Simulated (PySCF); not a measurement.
**Polarisability and C₆ of Sn²⁺ (tin, charge +2)**

[Kr] 4d10 5s2, closed-shell 1S. Calculation: PySCF 2.14, in aug-cc-pV5Z-PP with ECP28MDF; scalar relativity through the core potential. Coupled (time-dependent) response in atomic units; α is the mean over directions.

```
method  mean α (bohr³)  C₆ (like pair)  S(−4)
 M06-L           14.68           80.28  84.82
   M06           14.17           74.16  84.45
```

S(−4) is the Cauchy moment in α(ω) = α(0) + S(−4) ω² + …

α(iu) at M06:

```
u (hartree)  α(iu) (bohr³)
          0          14.17
     0.0500          13.96
      0.100          13.38
      0.200          11.54
      0.300          9.523
      0.500          6.489
      0.750          4.422
       1.00          3.310
       1.50          2.168
       2.00          1.573
       3.00         0.9496
       5.00         0.4473
```

For an ion, C₆ is the dispersion term alone; charge-induced terms of lower order in 1/R come first.

Energies and moments cover only the electrons outside the core potential.
